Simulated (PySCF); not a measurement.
AlH2, SMILES [AlH2+], charge +1. Coordinates come from a B3LYP-D3(BJ)/def2-TZVPD optimisation. The multiplicity is an assumed one; other spin states were not compared. The isomer is the one that the SMILES or the coordinates give; other isomers of the formula were not compared.

TDA-PBE/def2-TZVPD (PySCF) puts the lowest singlet excitations at 6.08, 6.08, 9.04, 9.04, 9.41, 10.17 eV.

Question: What are the lowest excitation roots from ADC(3)/aug-cc-pVDZ (PySCF 2.14.0)? (The exact figures need the calculation; the answer reports its results.)

Answer: 6.26, 6.26, 9.16, 9.62, 9.76, 9.76 eV. S1 differs by 0.18 eV (second minus first; roots are paired by order, and the bases may differ).
